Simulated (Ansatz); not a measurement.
Species: CdCl$_{2}$, charge 0, singlet. CdCl2 (SMILES [Cl][Cd][Cl]).
B3LYP-D3(BJ)/def2-TZVP minimum from Ansatz (a quantum-chemistry and plane-wave program):
```
Cd
Cl 1 2.2851
Cl 1 2.2851 2 180.00
```

Total energies in def2-SVP, 26 correlated electrons, 14 frozen orbitals. UHF or UKS for unpaired electrons; spin-orbit terms are left out. Correlated methods leave the cores frozen (noble-gas shells, and filled d and f shells in the p block). Past Kr the def2 sets carry scalar-relativistic core potentials.

```
method    program  energy (Eh)  minus CCSDT(Q) (mEh)
--------  -------  -----------  --------------------
HF         Ansatz  -1085.64684                560.29
MP2        Ansatz  -1086.18196                 25.17
CCSD       Ansatz  -1086.19536                 11.77
CCSD(T)    Ansatz  -1086.20599                  1.14
CCSDT(Q)   Ansatz  -1086.20713                  0.00
```

Rough core times of Ansatz's runs on a shared machine: CCSD(T) under 20 s, CCSDT(Q) 90 s.
